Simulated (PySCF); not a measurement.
Computed shifts of a molecule C₄H₇Cl, PBE/pcSseg-1 (PySCF), GIAO, gas phase, atoms alike by connectivity averaged where their shifts nearly agree, in ppm (number of nuclei): ¹³C: 146.3 (1), 130.0 (1), 24.1 (1), 20.2 (1). ¹H: 5.92 (1), 2.29 (3), 2.13 (3). References: ¹³C against TMS (σ = 182.0 ppm); ³⁵Cl against HCl (σ = 936.5 ppm); ¹H against TMS (σ = 31.49 ppm), references at their B3LYP-D3(BJ)/def2-TZVP geometries, non-relativistic (without spin–orbit terms, shifts of atoms bonded to Cl or Br come out too high). Geometry optimised at B3LYP-D3(BJ)/def2-SVP. Other conformers were not sampled.

Pick the molecule that these values belong to.
A) C=CCCCl
B) CC1(Cl)CC1
C) C/C=C(\C)Cl
D) C=C(Cl)CC

C, C/C=C(\C)Cl
